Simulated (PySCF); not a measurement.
## Electron correlation in Ar⁺ (argon, charge +1)

[Ne] 3s2 3p4 4s1, high-spin 4P determinant (an excited configuration). Computed with PySCF 2.14 in dyall-acv3z (19s12p6d4f, 113 functions), with scalar relativity by spin-free X2C-1e. Frozen: [Ne]; 7 electrons correlated; the 23 highest virtual orbitals of each spin left out.

```
  level  correlation energy (mhartree)
   CCSD                        -179.13
    (T)                          -5.83
CCSD(T)                        -184.96
```

Diagnostics: T1 = 0.012, D1 = 0.0352, largest double amplitude 0.043.

Is a single reference adequate?

Yes: T1 lies below 0.03 and no double amplitude reaches 0.07.
